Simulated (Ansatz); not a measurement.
```yaml
atoms:
  - { symbol: C, position_ang: [1.4000, 0.0000, 0.0000] }
  - { symbol: C, position_ang: [0.7000, 1.2124, 0.0000] }
  - { symbol: C, position_ang: [-0.7000, 1.2124, 0.0000] }
  - { symbol: C, position_ang: [-1.4000, 0.0000, 0.0000] }
  - { symbol: C, position_ang: [-0.7000, -1.2124, 0.0000] }
  - { symbol: C, position_ang: [0.7000, -1.2124, 0.0000] }
  - { symbol: O, position_ang: [2.6500, 0.0000, 0.0000] }
  - { symbol: H, position_ang: [1.2425, 2.1521, 0.0000] }
  - { symbol: H, position_ang: [-1.2425, 2.1521, 0.0000] }
  - { symbol: O, position_ang: [-2.6500, 0.0000, 0.0000] }
  - { symbol: H, position_ang: [-1.2425, -2.1521, 0.0000] }
  - { symbol: H, position_ang: [1.2425, -2.1521, 0.0000] }
```

Basis set: def2-TZVP (spherical functions). Charge 0, multiplicity 3.

Computed with Ansatz (development build ahead of 0.2.0); each method stands on the lowest determinant of its kind that the runs found. Restricted functionals stand beside restricted open-shell atoms, which can lie above the unrestricted atoms usual in DFT and then raise those values.

The atomization energy at this shape (free ground-state atoms in the same class of orbitals less the molecule, no zero-point energy) of triplet C6H4O2:

```csv
method,atomization energy
ωB97X (restricted open-shell),1374.06 kcal/mol
PBE0 (restricted open-shell),1396.30 kcal/mol
UHF,974.78 kcal/mol
ROHF,977.87 kcal/mol
```

Task: What does PBE0 (unrestricted) give?

Result: 1389.15 kcal/mol. Caution: another spin multiplicity may lie lower; the shape is not the minimum. Caution for UHF: the unrestricted determinant is spin contaminated. Caution for ROHF: an unrestricted determinant lies well below.
